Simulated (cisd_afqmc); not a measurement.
Input (AFQMC/UCISD/cc-pV(Q+d)Z; cisd_afqmc is a phaseless AFQMC code with CISD trial states that reads the integrals written by Ansatz): A basis named .json is the Basis Set Exchange file of that set.

Ansatz 0.2 input:
```python
import cisd_afqmc

open("ham.yaml", "w").write("""\
crystal:
  periodic: [false, false, false]
  atoms:
    - {symbol: N, position_ang: [-0.00000000, -0.00000000, -1.01096879]}
    - {symbol: P, position_ang: [0.00000000, 0.00000000, 0.47178544]}
basis:
  gaussian:
    orbitals: cc-pV_Q+d_Z.json
correlation: {method: ccsd, electrons: outside_noble_gas, hamiltonian_folder: ham}
magnetization: {spin_polarized: true, initial_magnetization: 0}
scf: {lower_state_search: full}
""")
rep = cisd_afqmc.ansatz("ham.yaml")
e_ccsd = rep["correlation"]["coupled_cluster"]["energy"]["hartree"]
out = cisd_afqmc.run("ham", e_ccsd, trial="CISD", walkers=2000, populations=1, threads=12, dt=0.005, steps=40, early=24, settle=10, least=100,
    cut=5e-5, rank_cut=2e-4, target=0.0004, seconds=1000, seed=4, memory=62639, gpu=True)
```

Output:

```
orbitals 113, occupied [5, 5], factors 582 of 740, rank of the doubles 488 of 1080
E(HF) = -395.197625
E(CCSD) on the cut factors = -395.550708, shift to the whole factors -0.000013
Energy of the trial state on the determinant = -395.550704
  tau behind 7.2 of longer steps, mean of the populations' last blocks
   2.0  -395.57325
   4.0  -395.57621
   6.0  -395.57677
   8.0  -395.57592
  10.0  -395.57667
  12.0  -395.57641
  14.0  -395.57457
  16.0  -395.58003
  18.0  -395.57572
  20.0  -395.57710
  22.0  -395.57655
blocks 104 (0 outliers left out), error by blocks joined: 1: 0.00022, 2: 0.00026, 4: 0.00032, 8: 0.00039
E(AFQMC/CISD) = -395.57654 +/- 0.00039
```

The determinant is spin-contaminated: <S^2> is 0.70, 0.70 over the pure value.

The error still grows at the longest joins of blocks, or few joins were possible, so the printed bar may be too narrow.

The run carries these doubts: spin mixed.
